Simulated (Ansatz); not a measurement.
Molecule: GeH, net charge 0, doublet state. SMILES: [GeH]
Geometry: optimised at B3LYP-D3(BJ)/def2-TZVP (Ansatz, a program for electronic structure).

Quantity: atomisation energy (electronic, to ground-state atoms), in kJ/mol. Correlated levels leave the core frozen unless marked. UHF or UKS for open shells. No spin-orbit coupling. Frozen are the shells of the preceding noble gas and the d and f shells that filled before the atom's block. Non-relativistic. FCI takes restricted orbitals. The coupled-cluster limit lacks core correlation, which all-electron functionals hold. CBS marks a two-point X^-3 extrapolation of the correlation energy; Hartree-Fock from the larger set (for Q and 5 zeta extrapolated as (X+1)exp(-9√X)).

| level | program | atomisation energy (kJ/mol) |
|---|---|---|
| PBE0/STO-3G | Ansatz | 417.6 |
| B2PLYP-D4/def2-TZVPD | Ansatz + dftd4 | ___ |
| RPA@PBE/cc-pVTZ | Ansatz | 267.2 |
| SCS-MP2/6-31G* | Ansatz | 225.3 |
| FCI/STO-3G | Ansatz | 361.2 |
| CCSD(T)/CBS(cc-pVQZ,cc-pV5Z) | Ansatz | ___ |

**Question.** Complete the blanks.

**Answer.** 
- B2PLYP-D4/def2-TZVPD, atomisation energy (kJ/mol): 281.3
- CCSD(T)/CBS(cc-pVQZ,cc-pV5Z), atomisation energy (kJ/mol): 283.7
